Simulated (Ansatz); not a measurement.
The cluster B5⁺ (the lowest singlet isomer of a short search) was relaxed with B3LYP-D4 (def2-SVP) in Ansatz in these states: charge +1 quintet, charge +1 singlet, charge +1 triplet. The geometries follow in no particular order.

A:

```xyz
5

B     0.383    0.947   -0.953
B     0.243   -1.329    0.294
B    -0.997   -0.405    0.870
B    -0.978    0.933   -0.050
B     1.350   -0.146   -0.160
```

B:

Cartesian coordinates in Å:
```
B -0.8079 -0.1333 0.9481
B 0.1517 0.5660 -1.0801
B 1.2365 -0.3811 -0.4752
B 0.5838 -0.8379 0.8729
B -1.1640 0.7863 -0.2656
```

C:

```xyz
5

B    -0.565    0.878    0.583
B     0.050   -0.811    0.038
B     1.041   -0.470   -1.212
B     0.457    0.882   -0.665
B    -0.983   -0.479    1.257
```

Task: Judge from the bond lengths which geometry belongs to which state (an estimate).

Result: A is the charge +1 quintet (B2–B5 1.683 Å, B1–B5 1.661 Å, B2–B3 1.650 Å); B is the charge +1 singlet (B2–B5 1.563 Å, B1–B5 1.564 Å, B2–B3 1.562 Å); C is the charge +1 triplet (B2–B5 1.632 Å, B1–B5 1.571 Å, B2–B3 1.632 Å).

At PBE0-D4/def2-TZVP a singlet lies 3.66 eV below the charge +1 quintet. At PBE0-D4/def2-TZVP a singlet lies 0.93 eV below the charge +1 triplet. These are the stationary points nearest to one start from a short search; other shapes may lie lower in each state.
